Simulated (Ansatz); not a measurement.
Geometry optimisation, RKS B3LYP/def2-SVP in Ansatz.

input.yaml

```yaml
crystal:
  periodic: [false, false, false]
  atoms:
    - { symbol: Sn, position_ang: [0.0, 0.0, 0.0] }
    - { symbol: Cl, position_ang: [0.0, 0.0, 2.41] }
    - { symbol: Cl, position_ang: [2.2726, 0.0, -0.8025] }
    - { symbol: H, position_ang: [-0.8195, 1.4198, -0.5794] }
    - { symbol: Cl, position_ang: [-1.1351, -1.9666, -0.8025] }
basis:
  gaussian: { orbitals: def2-SVP }
hamiltonian:
  xc: b3lyp
relax:
  f_tol: 0.02
  max_steps: 40
output:
  orbitals: {}
```

Command:

```bash
$ ansatz run input.yaml --threads 1 --pin off --max-ram 2048MiB --backend cpu --events-out ev --progress --plain --runs-dir out
```

Task: Where does it end, and by what steps?

Result: The run converged. The force dipped under the threshold on the way, but the program's further checks kept it going. After 5 steps the energy has fallen by 0.091 eV; Cl3 moved furthest, 0.08 Å.

```json
{"step": "0", "energy less start (eV)": "0.0000", "largest force component (eV/Å)": "0.814", "accepted": "yes"}
{"step": "1", "energy less start (eV)": "-0.0677", "largest force component (eV/Å)": "0.474", "accepted": "yes"}
{"step": "2", "energy less start (eV)": "-0.0892", "largest force component (eV/Å)": "0.083", "accepted": "yes"}
{"step": "3", "energy less start (eV)": "-0.0911", "largest force component (eV/Å)": "0.008", "accepted": "yes"}
{"step": "4", "energy less start (eV)": "-0.0878", "largest force component (eV/Å)": "0.217", "accepted": "no"}
{"step": "5", "energy less start (eV)": "-0.0911", "largest force component (eV/Å)": "0.008", "accepted": "yes"}
```

```xyz
5
Properties=species:S:1:pos:R:3
Sn -0.014 0.025 -0.010
Cl 0.018 -0.031 2.338
Cl 2.210 -0.030 -0.762
H -0.818 1.419 -0.579
Cl -1.078 -1.929 -0.762
```

Whether the end is a true minimum wasn't checked by a vibrational analysis.

Time of the run: 20 s on 1 thread of Arm Neoverse V2, with other jobs on the host, peak memory 0.2 GiB.
